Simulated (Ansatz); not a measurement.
Geometry optimisation, Ansatz 0.2.0, RKS PBE/def2-SVP.

Input:

```yaml
crystal:
  periodic: [false, false, false]
  atoms:
    - { symbol: "N", position_ang: [-0.9897, 0.2818, 1.3578] }
    - { symbol: C, position_ang: [0.0516, 0.5894, 0.706] }
    - { symbol: Cl, position_ang: [1.0534, 1.8003, 1.3155] }
    - { symbol: Si, position_ang: [0.5744, -0.3171, -0.8739] }
    - { symbol: O, position_ang: [-0.6475, -1.4698, -1.3123] }
    - { symbol: H, position_ang: [-1.0723, 0.9606, 2.1669] }
    - { symbol: H, position_ang: [1.8253, -1.0346, -0.7258] }
    - { symbol: H, position_ang: [0.6867, 0.626, -2.0209] }
    - { symbol: H, position_ang: [-1.50917, -0.51112, 0.92998] }
basis:
  gaussian: { orbitals: def2-SVP }
hamiltonian:
  xc: pbe
relax:
  f_tol: 0.02
  max_steps: 50
output:
  orbitals: {}
```

Launched with:

```bash
$ ansatz run input.yaml --threads 2 --pin off --max-ram 3072MiB --backend cpu --events-out ev --progress --plain --runs-dir out
```

Task: Where does it end, and by what steps?

Result: The run converged. After 15 steps the energy has fallen by 2.835 eV; H9 moved furthest, 1.25 Å. Parted: N1–H9. Joined: O5–H9.

| step | energy less start (eV) | largest force component (eV/Å) | accepted |
| --- | --- | --- | --- |
| 0 | 0.0000 | 4.131 | yes |
| 1 | -1.0103 | 3.021 | yes |
| 2 | -1.4885 | 1.195 | yes |
| 3 | -1.6481 | 0.773 | yes |
| 4 | -1.8085 | 0.944 | yes |
| 5 | -2.0033 | 1.481 | yes |
| 6 | -2.2028 | 1.983 | yes |
| 7 | -2.5351 | 1.289 | yes |
| 8 | -2.7475 | 0.767 | yes |
| 9 | -2.8015 | 0.705 | yes |
| 10 | -2.7414 | 1.657 | no |
| 11 | -2.8253 | 0.286 | yes |
| 12 | -2.8336 | 0.067 | yes |
| 13 | -2.8345 | 0.121 | yes |
| 14 | -2.8350 | 0.053 | yes |
| 15 | -2.8351 | 0.005 | yes |

```xyz
9
Properties=species:S:1:pos:R:3
N -0.952 0.432 1.454
C 0.112 0.701 0.818
Cl 1.301 1.950 1.301
Si 0.484 -0.295 -0.776
O -0.817 -1.340 -0.892
H -1.106 0.998 2.307
H 1.792 -1.010 -0.606
H 0.573 0.657 -1.932
H -1.414 -1.168 -0.131
```

Whether the end is a true minimum wasn't checked by a vibrational analysis.

Run time: 37 s on 2 threads of Arm Neoverse V2, with other jobs on the host, peak memory 0.19 GiB.
